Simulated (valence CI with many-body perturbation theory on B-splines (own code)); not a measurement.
The numbers below are computed, except where a source is named.
**Tm⁶⁴⁺ in three bases**

Method: valence CI with perturbative core correlation (CI+MBPT): three valence electrons over a frozen Dirac-Fock core [He], a basis of 9 s, 9 p, 8 d, 6 f, 3 g, 1 h functions for each j, with the one-electron correlation potential Σ1, the two-electron term Σ2, the three-electron term Σ3, Breit, model QED; selected CI, second order for the rest, scaled by the run's own slope (own B-spline code, finite nucleus).

No measured spectrum was set against this ion. As an estimate, large intervals hold to a few tenths of a per cent, small ones and those within an open d or f shell to about a per cent.

The reference run has the lowest level (2s^2 2p1/2) J=1/2 and an ionisation energy of 16030.1 eV. Its largest variational space holds 8707 state functions.

Levels are named by their leading jj configuration (3d3/2^4 stands for four electrons in 3d with j = 3/2), which in mixed levels can hold well under half, so a name can repeat and another be missing. Letters in brackets count levels of one name in rising energy.

Changed runs:
A. basis 6 s, 6 p, 5 d, 3 f, 1 g
B. basis 5 s, 5 p, 4 d, 2 f

Excitation energies of the reference run in cm⁻¹, and shifts in cm⁻¹:

| Level | Reference | A | B |
| --- | --- | --- | --- |
| (2s 2p1/2^2) J=1/2 | 1942080 | -118 | -256 |
| (2s^2 2p3/2) J=3/2 | 8587200 | +42 | -37 |
| (2s 2p1/2 2p3/2) J=3/2 [a] | 9949570 | -165 | -633 |
| (2s 2p1/2 2p3/2) J=5/2 | 10264000 | +99 | -56 |
| (2s 2p1/2 2p3/2) J=1/2 | 10796100 | +40 | -9.2 |
| (2s 2p1/2 2p3/2) J=3/2 [b] | 10812300 | +122 | +222 |
| (2p1/2^2 2p3/2) J=3/2 | 12837600 | -103 | -210 |
| (2s 2p3/2^2) J=5/2 | 18680900 | -4.4 | -360 |
| (2s 2p3/2^2) J=1/2 | 19487100 | -4.1 | -1.8 |
| (2s 2p3/2^2) J=3/2 | 19493100 | +113 | +137 |
| (2p1/2 2p3/2^2) J=3/2 | 21063400 | -111 | -495 |
| (2p1/2 2p3/2^2) J=5/2 | 21243800 | +104 | +48 |
| Ionisation energy (eV) | 16030.1 | +0.0014 | -0.057 |
